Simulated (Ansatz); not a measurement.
Relaxation of CH9OSbSi2 (14 atoms, charge 0, multiplicity 1), to a largest force component of 0.015 eV/Å in at most 40 steps.

Theory: Ansatz, RKS PBE0/def2-SVP.

```xyz
14
Properties=species:S:1:pos:R:3
O -2.429 1.113 0.442
Sb -1.209 -0.338 0.931
Si 0.580 1.312 1.508
C -0.435 -0.504 -1.114
Si 0.942 -1.697 -1.199
H -2.784 1.540 1.297
H 1.915 0.599 1.680
H 0.308 2.004 2.775
H 0.738 2.323 0.488
H -0.199 0.481 -1.471
H -1.341 -0.912 -1.720
H 1.370 -1.910 -2.584
H 0.416 -2.937 -0.673
H 2.016 -1.215 -0.393
```

Where does it end, and by what steps?

The run converged. The force dipped under the threshold on the way, but the program's further checks kept it going. After 24 steps the energy has fallen by 0.495 eV; H14 moved furthest, 0.71 Å.

| step | energy less start (eV) | largest force component (eV/Å) | accepted |
| --- | --- | --- | --- |
| 0 | 0.0000 | 2.501 | yes |
| 1 | -0.3860 | 0.932 | yes |
| 2 | -0.3890 | 1.714 | yes |
| 3 | -0.4086 | 0.484 | yes |
| 4 | -0.4316 | 0.376 | yes |
| 5 | -0.4728 | 0.064 | yes |
| 6 | -0.4746 | 0.035 | yes |
| 7 | -0.4793 | 0.024 | yes |
| 8 | -0.4654 | 1.089 | no |
| 9 | -0.4819 | 0.026 | yes |
| 10 | -0.4847 | 0.084 | yes |
| 11 | -0.4787 | 0.299 | no |
| 12 | -0.4868 | 0.058 | yes |
| 13 | -0.4886 | 0.040 | yes |
| 14 | -0.4888 | 0.096 | yes |
| 15 | -0.4910 | 0.102 | yes |
| 16 | -0.4919 | 0.071 | yes |
| 17 | -0.4934 | 0.019 | yes |
| 18 | -0.4942 | 0.039 | yes |
| 19 | -0.4945 | 0.038 | yes |
| 20 | -0.4947 | 0.026 | yes |
| 21 | -0.4949 | 0.029 | yes |
| 22 | -0.4949 | 0.031 | no |
| 23 | -0.4950 | 0.009 | yes |
| 24 | -0.4951 | 0.007 | yes |

```xyz
14
Properties=species:S:1:pos:R:3
O -2.252 1.531 0.469
Sb -1.346 -0.198 0.974
Si 0.770 1.144 1.637
C -0.689 -0.635 -1.058
Si 0.956 -1.523 -1.235
H -3.177 1.491 0.740
H 1.894 0.243 2.041
H 0.402 1.997 2.808
H 1.213 2.016 0.507
H -0.657 0.345 -1.562
H -1.490 -1.231 -1.525
H 1.200 -1.940 -2.651
H 0.985 -2.751 -0.378
H 2.076 -0.632 -0.801
```

Time of the run: 2.7 min on 2 threads of Arm Neoverse V1 (shared host), peak memory 0.38 GiB.
